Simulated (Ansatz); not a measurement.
# CuH: state-averaged CASSCF

Calculated in Ansatz's Gaussian-basis code. State-averaged CASSCF with equal weights; occupations are averaged over the states; levels count from the state that is lowest in CASSCF. A minimal or small basis: far from the basis limit. Solutions may break the symmetry of the shape. The lowest solution met needn't be the lowest there is, nor hold the orbitals that a chemist would pick. The average may hold one member of a degenerate pair alone.

Geometry: bond length 1.4761 Å.

Basis def2-SVP, nonrelativistic, 9 orbitals frozen in the corrections; active space CAS(2,2). Averaged: 2 singlets.

CASSCF levels: singlet 0.00, singlet 2.25 eV.

Question: How does SC-NEVPT2 move them?

Answer: singlet 0.00, singlet 2.84 eV, in the same order of listing. The lowest state stays.

Geometry: bond length 2.2142 Å. A bond is stretched, to 1.36 times the sum of the covalent radii.

Basis def2-SVP, nonrelativistic, 9 orbitals frozen in the corrections; active space CAS(2,2). Averaged: 2 singlets.

Question: Give the levels in order.

Answer: 

```csv
state,CASSCF (eV),SC-NEVPT2 (eV)
singlet,0.000,0.000
singlet,3.424,3.585
```

Occupations: 1.50, 0.50.
